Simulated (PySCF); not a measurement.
# Aluminium: highly charged ions in a basis for the neutral atom

Al¹⁰⁺ [He] 2s1, Al¹¹⁺ 1s2. All numbers are calculated (PySCF 2.14, the non-relativistic Hamiltonian (point nucleus), in pcseg-2 (5s4p2d1f, 34 functions)). No spin-orbit coupling, so a gap to NIST mixes the basis error with missing relativistic terms.

Changed run: basis of the neutral atom used for a highly charged ion. This setting is unsound on purpose.

```csv
species,method,sound run (hartree),changed run (hartree),converged
Al¹⁰⁺,UHF,not run,-177.07062,yes
Al¹⁰⁺,PBE0,not run,-177.03183,yes
Al¹⁰⁺,BP86,not run,-177.12826,yes
Al¹¹⁺,UHF,not run,-160.97857,yes
Al¹¹⁺,PBE0,not run,-160.91033,yes
Al¹¹⁺,BP86,not run,-161.02095,yes
```

Ionisation energy of Al¹⁰⁺:

```
method  changed run (eV)  NIST (eV)
   UHF            437.89     442.00
  PBE0            438.69     442.00
  BP86            438.30     442.00
```

The contracted functions were made for the neutral atom and can be too rigid for a highly charged ion.
